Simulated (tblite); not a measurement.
Task: Give a GFN2-xTB geometry of InChI=1S/C4H5F3O/c1-2-4(6,7)3(5)8/h2H2,1H3.

Result: 
```
atom  x, y, z in Å
C1    -1.4219    0.1939   -0.5112
C2    -0.5036   -0.7335    0.2755
C3     0.7558   -0.0085    0.7485
F4     1.5555   -0.8613    1.4480
F5     0.4470    0.9944    1.6069
C6     1.5528    0.5767   -0.4227
O7     1.6982    1.6978   -0.7365
F8     2.0775   -0.4312   -1.1549
H9    -0.9562    0.5170   -1.4397
H10   -2.3447   -0.3257   -0.7531
H11   -1.6644    1.0743    0.0791
H12   -0.1893   -1.5883   -0.3261
H13   -1.0110   -1.1051    1.1682
```

Orientation and origin are arbitrary. Atoms count from 1 in this order. Of the pairs four or more bonds apart, C6···H9 is among the closest relative to their van der Waals radii: 2.71 Å, 93 % of the sum of Bondi's values.

Bonds between heavy atoms (Å): C1–C2 1.524, C2–C3 1.528, C3–F4 1.362, C3–F5 1.356, C3–C6 1.533, C6=O7 1.173, C6–F8 1.352.

Structure optimised with GFN2-xTB, isolated species.

Point group: C1 (no symmetry element, even within 0.4 Å). Its GFN2-xTB frequencies are all real (lowest 36 cm⁻¹). The numbers are those of one conformer (C1–C2–C3–F4 180°, C2–C3–C6–O7 109°).

These are computed values.
